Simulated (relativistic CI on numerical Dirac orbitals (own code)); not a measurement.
## Ligand-field terms of d8

Computed with a parametric ligand-field model of a d^n configuration (Racah B and C, spin-orbit zeta, crystal field), exact diagonalisation.

Field parameters in Wybourne normalisation: Oh B⁴₀ = 21Dq, B⁴₄ = √(5/14) B⁴₀. The field is a parameter set, without covalency.

Task: Ground term and bands for B = 610, C = 2450, ζ = 0 cm⁻¹, Oh, 10Dq = 28670 cm⁻¹?

Result: Ground term 3A2 with 2.00 electrons in the two orbitals of the cubic e set. Spin-allowed: 3T2 28670 cm⁻¹ (349 nm), 3T1 35426 cm⁻¹ (282 nm), 3T1 59734 cm⁻¹ (167 nm). Lowest spin-forbidden: 1E 9703 cm⁻¹ (1031 nm), 1A1 18263 cm⁻¹ (548 nm), 1T2 38298 cm⁻¹ (261 nm). With an A2 ground term the first spin-allowed band lies at |10Dq| itself.

Task: Ground term and bands for B = 610, C = 2450, ζ = 0 cm⁻¹, Oh, 10Dq = 22570 cm⁻¹?

Result: Ground term 3A2 with 2.00 electrons in the two orbitals of the cubic e set. Spin-allowed: 3T2 22570 cm⁻¹ (443 nm), 3T1 29139 cm⁻¹ (343 nm), 3T1 47721 cm⁻¹ (210 nm). Lowest spin-forbidden: 1E 9683 cm⁻¹ (1033 nm), 1A1 17957 cm⁻¹ (557 nm), 1T2 32159 cm⁻¹ (311 nm). With an A2 ground term the first spin-allowed band lies at |10Dq| itself.

Task: Ground term and bands for B = 610, C = 2450, ζ = 0 cm⁻¹, Oh, 10Dq = 10370 cm⁻¹?

Result: Ground term 3A2 with 2.00 electrons in the two orbitals of the cubic e set. Spin-allowed: 3T2 10370 cm⁻¹ (964 nm), 3T1 15731 cm⁻¹ (636 nm), 3T1 24529 cm⁻¹ (408 nm). Lowest spin-forbidden: 1E 9573 cm⁻¹ (1045 nm), 1A1 16607 cm⁻¹ (602 nm), 1T2 19757 cm⁻¹ (506 nm). With an A2 ground term the first spin-allowed band lies at |10Dq| itself.

Task: Ground term and bands for B = 610, C = 2450, ζ = 0 cm⁻¹, Oh, 10Dq = 25010 cm⁻¹?

Result: Ground term 3A2 with 2.00 electrons in the two orbitals of the cubic e set. Spin-allowed: 3T2 25010 cm⁻¹ (400 nm), 3T1 31666 cm⁻¹ (316 nm), 3T1 52514 cm⁻¹ (190 nm). Lowest spin-forbidden: 1E 9692 cm⁻¹ (1032 nm), 1A1 18095 cm⁻¹ (553 nm), 1T2 34617 cm⁻¹ (289 nm). With an A2 ground term the first spin-allowed band lies at |10Dq| itself.

Task: Ground term and bands for B = 610, C = 2450, ζ = 0 cm⁻¹, Oh, 10Dq = 27450 cm⁻¹?

Result: Ground term 3A2 with 2.00 electrons in the two orbitals of the cubic e set. Spin-allowed: 3T2 27450 cm⁻¹ (364 nm), 3T1 34176 cm⁻¹ (293 nm), 3T1 57324 cm⁻¹ (174 nm). Lowest spin-forbidden: 1E 9700 cm⁻¹ (1031 nm), 1A1 18211 cm⁻¹ (549 nm), 1T2 37072 cm⁻¹ (270 nm). With an A2 ground term the first spin-allowed band lies at |10Dq| itself.
